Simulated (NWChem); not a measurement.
# C$_{2}$HBN$_{2}$O$_{2}$; SMILES B(N=C=O)N=C=O

```xyz
8

B     -0.8208    -0.4154    -0.5197
H     -1.6582    -1.0735    -1.0545
N     -0.9152     0.9953    -0.5655
C     -0.7101     2.1723    -0.4298
O     -0.5664     3.3349    -0.3328
N      0.2670    -1.0349     0.1607
C      0.8157    -2.0600     0.4959
O      1.4195    -2.9953     0.8671
```
Atoms are numbered in this order, from 1.

Computed with NWChem. Pople sets run with spherical d functions. Structure relaxed at the B3LYP/6-31G* (spherical d) level. GIAO values for the isolated, static molecule; σ is the absolute isotropic shielding, δ = σ(reference) − σ with the isolated reference molecule computed at the same levels (11B: boron trifluoride, 13C: tetramethylsilane, 15N: ammonia, 17O: water).

```tsv
level	δ B1 (ppm)	δ N3 (ppm)	δ C4 (ppm)	δ O5 (ppm)	δ N6 (ppm)	δ C7 (ppm)	δ O8 (ppm)
BHandHLYP/pcSseg-1	14.0	80.2	133.5	166.3	87.5	141.9	180.5
KT2/pcSseg-1	8.9	91.1	120.6	167.9	98.8	128.4	180.8
B3LYP/6-31G*	14.3	65.7	112.1	137.2	70.6	119.1	149.0
Hartree-Fock/6-31G*	…	…	…	…	…	…	…
LDA (Slater exchange, VWN5)/pcSseg-1	13.8	112.3	130.6	199.8	118.7	138.8	211.9
```

Q: What belongs in the gaps?

A: 
- Hartree-Fock/6-31G*, δ B1 (ppm): 18.1
- Hartree-Fock/6-31G*, δ N3 (ppm): 45.3
- Hartree-Fock/6-31G*, δ C4 (ppm): 123.2
- Hartree-Fock/6-31G*, δ O5 (ppm): 119.0
- Hartree-Fock/6-31G*, δ N6 (ppm): 51.2
- Hartree-Fock/6-31G*, δ C7 (ppm): 131.0
- Hartree-Fock/6-31G*, δ O8 (ppm): 133.4
